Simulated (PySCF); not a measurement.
**Ionisation energy of Hg³⁺ by level of theory**

Hg³⁺ [Xe] 4f14 5d9 [5d3/2^4 5d5/2^5, M_J = 5/2] → Hg⁴⁺ [Xe] 4f14 5d8 [5d3/2^4 5d5/2^4, M_J = 4], as a difference of total energies. All numbers are calculated (PySCF 2.14, the two-component X2C-1e Hamiltonian, in x2c-SVPall-2c). Correlated levels: [Kr] 4d10 4f14 frozen; the 22 highest virtual spinors dropped. "Screened" scales the spin-orbit matrix elements by Boettger's factors to mimic the two-electron term; Breit and QED terms are absent.

```
                    method  ionisation energy (eV)
           GHF (spin-free)                  47.230
          GMP2 (spin-free)                  48.196
 GHF (screened spin-orbit)                  46.530
GMP2 (screened spin-orbit)                  47.492
```

Q: How much does correlation contribute at GMP2 (screened spin-orbit)?

A: 47.492 − (46.530) = 0.962 eV, measured against GHF (screened spin-orbit).

The spin-free rows relax to the high-spin LS determinant and lack the spin-orbit shift.

Errors of the correlated levels include the incompleteness of this basis and the frozen core.

The labels give the starting determinants; with spin-orbit coupling the two ends relaxed to ⟨J²⟩ = 8.77, ⟨L²⟩ = 6.16, ⟨S²⟩ = 0.90 and ⟨J²⟩ = 20.01, ⟨L²⟩ = 12.52, ⟨S²⟩ = 2.05.

For comparison: 48.55 ± 0.15 eV (measured; NIST Atomic Spectra Database, ionization energies).
